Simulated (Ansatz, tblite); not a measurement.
Cost and result up the ladder for Ge(GeH3)2H2 (Ge3H8) (11 atoms). The state is a singlet with charge 0. Geometry: r2SCAN-D4/def2-SVP.

Cartesian coordinates in Å:
```
Ge 0.6263 -0.0774 -0.7746
Ge -1.4969 1.0759 -0.8401
H -2.6435 0.0899 -0.5622
H -1.7288 1.7243 -2.2143
H -1.5324 2.1754 0.2337
Ge 1.0319 -1.0204 1.4137
H -0.0564 -2.0511 1.7561
H 1.0015 0.0882 2.4782
H 2.4015 -1.7157 1.4680
H 1.7568 0.9079 -1.1264
H 0.6401 -1.1970 -1.8321
```

Ansatz on 4 threads of Arm Neoverse V1 on a shared host; xTB runs through tblite on one thread. Times are rough, summed over both states, and most runs start from the orbitals of an earlier one. PBE0-D4/def2-TZVP serves as the yardstick here, not as an exact answer. The other state is a triplet.

The xTB rows come from tblite.

xTB has no spin-polarisation term.

```tsv
level	functions	vertical triplet (eV)	difference from PBE0-D4/def2-TZVP (eV)
PBE-D4/def2-TZVP	192	5.64	-0.29
GFN1-xTB	43	3.80	-2.13
PBE0-D4/def2-TZVP (with forces)	192	5.93	0.00
GFN2-xTB	35	5.72	-0.20
r2SCAN-D4/def2-TZVP	192	5.85	-0.08
```

(1) Estimate how long each takes.

Answers

(1) GFN2-xTB 0.011 s; GFN1-xTB 0.014 s; PBE-D4/def2-TZVP 8.5 s; PBE0-D4/def2-TZVP (with forces) 19 s; r2SCAN-D4/def2-TZVP 19 s. On shared hardware such times vary by a factor of up to 3.
